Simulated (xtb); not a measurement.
xtb input (GFN1-xTB):

```bash
xtb mol.xyz --gfn 1 --sp --chrg -1 --uhf 0
```
mol.xyz:
```
9

O     -0.48575550    -0.03323043     1.07605039
B     -0.79231063    -0.19563243    -0.21612405
O     -2.04028301    -0.51844649    -0.76104658
O      0.32477998     0.00056589    -1.02124453
Si     1.31773192     0.32508640     0.35554697
H     -2.65560595    -0.60568651    -0.02722020
H      2.59161973     0.55499662    -0.47654154
H      1.31679756     1.66117296     1.04094465
H      1.87056321    -0.77464219     1.21570553
```

Output:

```
           -------------------------------------------------
          |                Calculation Setup                |
           -------------------------------------------------

           -------------------------------------------------
          |                 G F N 1 - x T B                 |
           -------------------------------------------------

        Reference                      10.1021/acs.jctc.7b00118
      * Hamiltonian:
        H0-scaling (s, p, d)           1.850000    2.250000    2.000000
        zeta-weighting                 0.000000
      * Dispersion:
        s8                             2.400000
        a1                             0.630000
        a2                             5.000000
        s9                             0.000000
      * Repulsion:
        kExp                           1.500000
        rExp                           1.000000
      * Coulomb:
        alpha                          2.000000
        third order                    atomic
        anisotropic                    false
      * Halogen bond correction:
        rad-scale                      1.300000
        damping                        0.440000

          ...................................................
          :                      SETUP                      :
          :.................................................:
          :  # basis functions                  34          :
          :  # atomic orbitals                  33          :
          :  # shells                           19          :
          :  # electrons                        30          :
          :  # halogen bonds                     0          :
          :  max. iterations                   250          :
          :  Hamiltonian                  GFN1-xTB          :
          :  restarted?                      false          :
          :  GBSA solvation                  false          :
          :  PC potential                    false          :
          :  electronic temp.          300.0000000     K    :
          :  accuracy                    1.0000000          :
          :  -> integral cutoff          0.2500000E+02      :
          :  -> integral neglect         0.1000000E-07      :
          :  -> SCF convergence          0.1000000E-05 Eh   :
          :  -> wf. convergence          0.2000000E-04 e    :
          :  Broyden damping             0.4000000          :
          :  net charge                         -1          :
          :  unpaired electrons                  0          :
          ...................................................

 iter      E             dE          RMSdq      gap      omega  full diag
   1    -19.9092762 -0.199093E+02  0.873E+00    8.23       0.0  T
   2    -20.0728016 -0.163525E+00  0.465E+00    7.75       1.0  T
   3    -20.0740584 -0.125688E-02  0.164E+00    7.24       1.0  T
   4    -20.0684965  0.556197E-02  0.112E+00    7.43       1.0  T
   5    -20.0819329 -0.134364E-01  0.628E-02    7.28       1.0  T
   6    -20.0819423 -0.938803E-05  0.264E-02    7.34       1.3  T
   7    -20.0819464 -0.410993E-05  0.165E-02    7.34       2.0  T
   8    -20.0819487 -0.233332E-05  0.785E-03    7.34       4.2  T
   9    -20.0819493 -0.633149E-06  0.775E-04    7.34      43.0  T
  10    -20.0819493 -0.708974E-08  0.153E-04    7.34     218.6  T
  11    -20.0819493  0.306905E-09  0.235E-04    7.34     141.8  T
  12    -20.0819493 -0.519343E-09  0.709E-05    7.34     470.1  T

   *** convergence criteria satisfied after 12 iterations ***

         #    Occupation            Energy/Eh            Energy/eV
      -------------------------------------------------------------
         1        2.0000           -0.5845766             -15.9071
       ...           ...                  ...                  ...
         9        2.0000           -0.3238964              -8.8137
        10        2.0000           -0.3117935              -8.4843
        11        2.0000           -0.2814312              -7.6581
        12        2.0000           -0.2707692              -7.3680
        13        2.0000           -0.2460300              -6.6948
        14        2.0000           -0.2441604              -6.6439
        15        2.0000           -0.2177981              -5.9266 (HOMO)
        16                          0.0520347               1.4159 (LUMO)
        17                          0.0683638               1.8603
        18                          0.0771367               2.0990
        19                          0.1377117               3.7473
        20                          0.1527319               4.1560
       ...                                ...                  ...
        33                          1.7740954              48.2756
      -------------------------------------------------------------
                  HL-Gap            0.2698328 Eh            7.3425 eV
             Fermi-level           -0.0828817 Eh           -2.2553 eV

 SCC (total)                   0 d,  0 h,  0 min,  0.009 sec
 SCC setup                      ...        0 min,  0.000 sec (  0.885%)
 Dispersion                     ...        0 min,  0.000 sec (  0.438%)
 classical contributions        ...        0 min,  0.000 sec (  0.213%)
 integral evaluation            ...        0 min,  0.002 sec ( 25.640%)
 iterations                     ...        0 min,  0.003 sec ( 30.789%)
 molecular gradient             ...        0 min,  0.004 sec ( 40.811%)
 printout                       ...        0 min,  0.000 sec (  1.152%)

         :::::::::::::::::::::::::::::::::::::::::::::::::::::
         ::                     SUMMARY                     ::
         :::::::::::::::::::::::::::::::::::::::::::::::::::::
         :: total energy             -19.981921171270 Eh    ::
         :: gradient norm              0.042973302484 Eh/a0 ::
         :: HOMO-LUMO gap              7.342524188198 eV    ::
         ::.................................................::
         :: SCC energy               -20.081949341841 Eh    ::
         :: -> electrostatic           0.261998044682 Eh    ::
         :: repulsion energy           0.102471026565 Eh    ::
         :: dispersion energy         -0.002442855994 Eh    ::
         :: halogen bond corr.         0.000000000000 Eh    ::
         :: add. restraining           0.000000000000 Eh    ::
         :: total charge              -1.000000000000 e     ::
         :::::::::::::::::::::::::::::::::::::::::::::::::::::

           -------------------------------------------------
          |                Property Printout                |
           -------------------------------------------------

    * Orbital Energies and Occupations

         #    Occupation            Energy/Eh            Energy/eV
      -------------------------------------------------------------
         1        2.0000           -0.5845766             -15.9071
       ...           ...                  ...                  ...
         3        2.0000           -0.5179431             -14.0939
         4        2.0000           -0.4438516             -12.0778
         5        2.0000           -0.3909172             -10.6374
         6        2.0000           -0.3717206             -10.1150
         7        2.0000           -0.3627864              -9.8719
         8        2.0000           -0.3570322              -9.7153
         9        2.0000           -0.3238964              -8.8137
        10        2.0000           -0.3117935              -8.4843
        11        2.0000           -0.2814312              -7.6581
        12        2.0000           -0.2707692              -7.3680
        13        2.0000           -0.2460300              -6.6948
        14        2.0000           -0.2441604              -6.6439
Note: The following floating-point exceptions are signalling: IEEE_DENORMAL
normal termination of xtb
        15        2.0000           -0.2177981              -5.9266 (HOMO)
        16                          0.0520347               1.4159 (LUMO)
        17                          0.0683638               1.8603
        18                          0.0771367               2.0990
        19                          0.1377117               3.7473
        20                          0.1527319               4.1560
        21                          0.1596612               4.3446
        22                          0.1737434               4.7278
        23                          0.2097318               5.7071
        24                          0.2552982               6.9470
        25                          0.3961881              10.7808
        26                          0.4435526              12.0697
       ...                                ...                  ...
        33                          1.7740954              48.2756
      -------------------------------------------------------------
                  HL-Gap            0.2698328 Eh            7.3425 eV
             Fermi-level           -0.0828817 Eh           -2.2553 eV

  Mulliken/CM5 charges         n(s)   n(p)   n(d)
     1O    -0.63224 -0.61248   1.703  4.929  0.000
     2B     0.68434  0.56438   0.721  1.595  0.000
     3O    -0.62610 -0.76479   1.696  4.930  0.000
     4O    -0.53628 -0.51795   1.681  4.855  0.000
     5Si    0.24046  0.03260   1.053  1.819  0.887
     6H     0.30605  0.49363   0.694  0.000  0.000
     7H    -0.17692 -0.10185   1.177  0.000  0.000
     8H    -0.12966 -0.04677   1.130  0.000  0.000
     9H    -0.12966 -0.04677   1.130  0.000  0.000

Wiberg/Mayer (AO) data.
largest (>0.10) Wiberg bond orders for each atom

 ---------------------------------------------------------------------------
     #   Z sym  total        # sym  WBO       # sym  WBO       # sym  WBO
 ---------------------------------------------------------------------------
     1   8 O    2.076 --     2 B    1.189     5 Si   0.724
     2   5 B    3.250 --     1 O    1.189     3 O    0.985     4 O    0.970
     3   8 O    1.969 --     2 B    0.985     6 H    0.897
     4   8 O    2.230 --     5 Si   1.132     2 B    0.970
     5  14 Si   4.795 --     4 O    1.132     8 H    0.947     9 H    0.947
                             7 H    0.929     1 O    0.724
     6   1 H    0.929 --     3 O    0.897
     7   1 H    0.970 --     5 Si   0.929
     8   1 H    0.986 --     5 Si   0.947
     9   1 H    0.986 --     5 Si   0.947
 ---------------------------------------------------------------------------

Topologies differ in total number of bonds
Writing topology from bond orders to xtbtopo.mol

 dipole moment from electron density (au)
     X       Y       Z
  -1.5623  -0.3407   0.2013  total (Debye):    4.096

           -------------------------------------------------
          | TOTAL ENERGY              -19.981921171270 Eh   |
          | GRADIENT NORM               0.042973302484 Eh/α |
          | HOMO-LUMO GAP               7.342524188198 eV   |
           -------------------------------------------------

------------------------------------------------------------------------
------------------------------------------------------------------------
 total:
 SCF:
```

It need not be the lowest isomer of its formula. Whether it binds its extra electron was not tested at this geometry.
